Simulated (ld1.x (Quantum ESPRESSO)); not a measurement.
Before and after: TM semilocal potential for Pd (Z = 46)

- Element: palladium (Pd)
- Generator: ld1.x (Quantum ESPRESSO) 7.5
- Type: norm-conserving Troullier–Martins (semilocal form)
- Functional: PBE
- Relativity: scalar-relativistic
- Frozen core: [Ar] 3d10 4s2
- Valence charge: 16
- Reference configuration: 4p6 4d8.5 5s0 5p0 (charge +1.5)
- Partial waves: 5s (bound, empty): rc 2.10 bohr; 4p (bound): rc 1.25 bohr; 4d (bound): rc 1.20 bohr
- Local potential: the d channel
- Core correction: Bessel-smoothed model core inside 1.25 bohr

All-electron outer shells of the reference configuration (PBE, scalar-relativistic, ld1.x):

```csv
shell,level (eV),outermost node (bohr),outermost maximum (bohr)
4s,-103.33,0.45,0.85
4p,-69.04,0.46,0.91
4d,-20.74,0.45,1.09
5s,-15.49,1.14,2.36
5p,-9.98,1.28,2.92
```

Change: all radii but the core radius scaled by about 0.89 (s 1.86, p 1.12, d 1.06 bohr).

Cutoffs: the cutoffs (Ry, on a coarse ladder) from which the occupation-weighted sum of valence levels, in a spherical-Bessel basis at the reference potential, stays within 10 and 1 mRy of its value at 400 Ry; they do not see the model core or the augmentation charge, which bear on the density cutoff. Errors are all-electron minus pseudo energies relative to the spin-unpolarised reference configuration.

**Question.** What does the change do?

**Answer.** The potential gets harder (90 Ry and 160 Ry → 140 Ry and 200 Ry); of the 7 tests that both files solve, the error grows in 2 and shrinks in 3 by more than 15 % and 0.3 meV (median size 4.1 → 4.5 meV); neither file shows a bound ghost. A smaller radius makes the pseudo-wave follow the all-electron one further in, where it bends more sharply, so more plane waves are needed. A semilocal file is local in each channel, so a ghost entry of none says nothing of the separable form that plane-wave codes build from it.

| quantity | base | changed |
| --- | --- | --- |
| cutoff, loose | 90 Ry | 140 Ry |
| cutoff, tight | 160 Ry | 200 Ry |
| loose cutoff by channel (10 mRy a level) | p 60 Ry, d 55 Ry | p 70 Ry, d 70 Ry |
| bound ghosts | none | none |
| error for 4p6 4d10 5s0 5p0, meV [ΔE -17.93 eV] | -4.1 | -4.5 |
| error for 4p6 4d9 5s0 5p0, meV [ΔE -8.82 eV] | -0.6 | -0.9 |
| error for 4p6 4d8 5s0 5p0, meV [ΔE 12.00 eV] | -2.2 | -1.8 |
| error for 4p6 4d9 5s0 5p1, meV [ΔE -12.70 eV] | +23 | +13 |
| error for 4p6 4d6 5s0 5p0, meV [ΔE 95.70 eV] | -81 | -79 |
| error for 4p6 4d8 5s1 5p0, meV [ΔE -4.29 eV] | -25 | -14 |
| error for 4p6 4d9.5 5s0 5p0, meV [ΔE -14.70 eV] | -2.4 | -2.8 |
